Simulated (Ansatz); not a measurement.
System: C5H5S (charge -1, singlet). It need not be the lowest isomer of its formula. Whether it binds its extra electron was not tested at this geometry. 
Geometry from a B3LYP-D3(BJ)/def2-TZVP (Ansatz, a program for electronic structure) optimisation:
SMILES: [CH2-]c1sccc1
```xyz
11

C     -2.2544    -0.2494    -0.1019
C     -0.8912    -0.2273     0.0994
C     -0.0648    -0.9399     1.0096
C      1.3073    -0.6412     0.9122
C      1.6459     0.2858    -0.0382
S      0.1856     0.8281    -0.8683
H     -2.8786    -0.8986     0.4997
H     -2.7354     0.3659    -0.8494
H     -0.4791    -1.6509     1.7130
H      2.0528    -1.1122     1.5466
H      2.6133     0.6773    -0.3033
```
Charge -1, spin multiplicity 1.

Basis-set convergence of Hartree-Fock and MP2 correlation energies (hartree) with Ansatz. Valence correlation only, unless marked. Spin-orbit coupling is left out. No relativistic terms. This anion needs diffuse functions, which these sets lack.

| basis | functions | E(HF) | E(corr, MP2) |
|---|---|---|---|
| cc-pV(D+d)Z | 118 | -589.72174 | -0.81198 |
| cc-pV(T+d)Z | 259 | [?] | [?] |

Question: Complete the blanks.

Answer: 
- cc-pV(T+d)Z, E(HF): -589.79164
- cc-pV(T+d)Z, E(corr, MP2): -0.99995
